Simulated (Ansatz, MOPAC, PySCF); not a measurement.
Complex: HCl (SMILES Cl) (first 2 atoms) with C2H4 (SMILES C=C); geometry from B3LYP-D3(BJ)/def2-TZVP, rigid monomers moved along the line of their centres of mass till H2···C3 is 3.34 Å.
(charge 0, multiplicity 1):
```tsv
atom	x (Å)	y (Å)	z (Å)
Cl	-0.4474	0.0166	0.2572
H	-0.3098	0.0320	1.5433
C	0.4771	0.5755	4.7483
C	-0.3816	-0.4307	4.8584
H	1.5409	0.4059	4.6336
H	0.1502	1.6080	4.7724
H	-1.4449	-0.2609	4.9770
H	-0.0542	-1.4631	4.8382
```

Monomers are frozen at their geometry in the pair; levels with a basis set take the counterpoise correction.

Rows in 6-31G* carry no dispersion term and start afresh at each structure (6-31G* with six Cartesian d functions). The state that PM6 reach isn't checked.

Codes used: Ansatz (a first-principles code) with Gaussian orbitals; MOPAC for PM6 (differences of heats of formation); PySCF for 6-31G* rows, the dispersion terms. Each number belongs to the level named beside it.

Task: One of these levels gives -1.26 kcal/mol for the interaction energy. Name it.
(A) r2SCAN-D4/def2-TZVPPD
(B) HF/6-31G*
(C) PM6

Result: B, HF/6-31G*. The others give -0.59 (PM6), -1.62 (r2SCAN-D4/def2-TZVPPD)
